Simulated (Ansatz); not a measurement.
Ansatz results at the PBE0-D4/def2-TZVP geometry: size of the dipole moment (B3LYP/def2-TZVPP) 1.40 D; zero-point energy (PBE0-D4/def2-TZVP) 34.5 kJ/mol; size of the dipole moment (PBE/def2-TZVPP) 1.23 D.

Q: Which molecule gave them?
A. `C[CH]C`•
B. `Br[CH]Br`•
C. `O=[C]O`•
D. `F[SiH]F`•

A: D. The others give `O=[C]O`•: 2.01, 54.8, 1.98; `Br[CH]Br`•: 0.73, 38.4, 0.66; `C[CH]C`•: 0.20, 231.1, 0.22.

B3LYP here is the variant with VWN-RPA as its local correlation; programs differ in this.
